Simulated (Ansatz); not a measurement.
`Cl[BH][ZnH]` and `NBCl` differ in one atom or group.

Ansatz, PBE0-D4/def2-TZVP geometries, multiplicity 1. Each molecule was computed in one conformer, which needn't be the lowest.

Scalar relativity is left out up to krypton.

```json
{"property": "LUMO energy (ωB97M-V/def2-TZVPP) / eV", "`Cl[BH][ZnH]`": "-0.48"}
{"property": "HOMO energy (ωB97M-V/def2-TZVPP) / eV", "`Cl[BH][ZnH]`": "-9.12"}
{"property": "LUMO energy (B3LYP/def2-TZVPP) / eV", "`Cl[BH][ZnH]`": "-2.56"}
{"property": "size of the dipole moment (B3LYP/def2-TZVPP) / D", "`Cl[BH][ZnH]`": "0.56"}
{"property": "LUMO energy (PBE/def2-TZVPP) / eV", "`Cl[BH][ZnH]`": "-3.28"}
{"property": "HOMO energy (PBE0/def2-TZVPP) / eV", "`Cl[BH][ZnH]`": "-7.00"}
```

Q: What does the change do to each property? (Best estimate.)

A: Ansatz gave: 
```tsv
property	`NBCl`	shift
LUMO energy (ωB97M-V/def2-TZVPP) / eV	2.17	2.65
HOMO energy (ωB97M-V/def2-TZVPP) / eV	-10.71	-1.59
LUMO energy (B3LYP/def2-TZVPP) / eV	-0.02	2.54
size of the dipole moment (B3LYP/def2-TZVPP) / D	2.66	2.10
LUMO energy (PBE/def2-TZVPP) / eV	-0.78	2.50
HOMO energy (PBE0/def2-TZVPP) / eV	-8.42	-1.42
```

With PBE0 the HOMO falls by 1.42 eV and the LUMO rises by 2.57 eV, so the gap widens by about 3.99 eV. PBE moves the HOMO by -1.16 eV and ωB97M-V by -1.59 eV. The zero-point energy changes by 58.0 kJ/mol with +3 modes. Dipoles are sizes alone; their direction can turn.

B3LYP here is the variant with VWN-RPA as its local correlation; programs differ in this.
